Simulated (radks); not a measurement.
Results of a calculation; reference values are marked as such.
All-electron atom: Zr2+ in [Kr] 4d2.

Code: a radial shooting solver on a logarithmic mesh with Libxc functionals. Model: non-relativistic Kohn-Sham, PBE, spin-unpolarised, spherical densities, point nucleus; relativity is left out, which matters for an element this heavy.

Energy parts (eV):
| part | energy |
|---|---|
| total | -96321.250 |
| kinetic | 96274.115 |
| electron-nucleus | -228848.624 |
| Hartree | 39291.588 |
| exchange-correlation | -3038.330 |

Orbitals (lengths in bohr, moments of r in powers of bohr; <r^-3> diverges for s and p1/2; r(max) is where P^2 peaks; r(90%) holds 90 % of the orbital's charge):
orbital	occ.	eigenvalue (eV)	r(max)	<r^-3>	r(90%)	<r^4>
1s	2	-17435.33	0.02522	-	0.0679	9.619e-06
2s	2	-2390.995	0.1413	-	0.258	0.001856
2p	6	-2192.476	0.1114	1964	0.234	0.001256
3s	2	-402.6803	0.4188	-	0.695	0.09953
3p	6	-328.1143	0.4069	312.1	0.707	0.1059
3d	10	-192.2431	0.3473	44.85	0.725	0.1197
4s	2	-66.5389	1.103	-	1.81	4.598
4p	6	-46.5320	1.189	40.92	2.04	7.401
4d	2	-17.5683	1.544	2.933	3.13	40.80

The highest occupied level is 4d at -17.568 eV. The electron density at the nucleus is 4.452e+04 e/bohr^3.
